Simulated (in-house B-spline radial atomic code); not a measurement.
A fraction x of an electron is removed from 5p in Pr2+, starting from [Xe] 4f3 and keeping the highest spin. Computed with a B-spline radial code for spherical atoms: scalar-relativistic (X2C) B97-1, spin-polarised, spherical fractional occupations, Fermi nucleus of rms radius 4.8919 fm.

Caution: exact exchange at fractional occupations of open shells leaves self-interaction of up to several eV.

| x | E(x) - E(0) (eV) | 5p down level (eV) |
| --- | --- | --- |
| 0 | 0.0000 | -34.959 |
| 0.09 | 3.1866 | -35.855 |
| 0.14 | 4.9918 | -36.355 |
| 0.34 | 12.4645 | -38.376 |
| 0.44 | ? | ? |
| 0.5 | 18.7353 | -40.011 |
| 0.6 | 22.7879 | -41.041 |
| 0.72 | 27.7873 | -42.285 |
| 0.85 | ? | ? |
| 0.95 | 37.7887 | -44.688 |
| 1 | 40.0363 | -45.214 |

(1) What belongs in the row x = 0.44?

(2) What belongs in the row x = 0.85?

(3) Check Janak's theorem between x = 0.09 and 0.14.

## Answers

(1) An energy change of 16.3530 eV; 5p down at -39.396 eV.

(2) An energy change of 33.3723 eV; 5p down at -43.640 eV.

(3) The slope of the energy is 36.10 eV; the orbital levels give 36.10 eV (-ε of the emptying orbital, averaged over the two points).
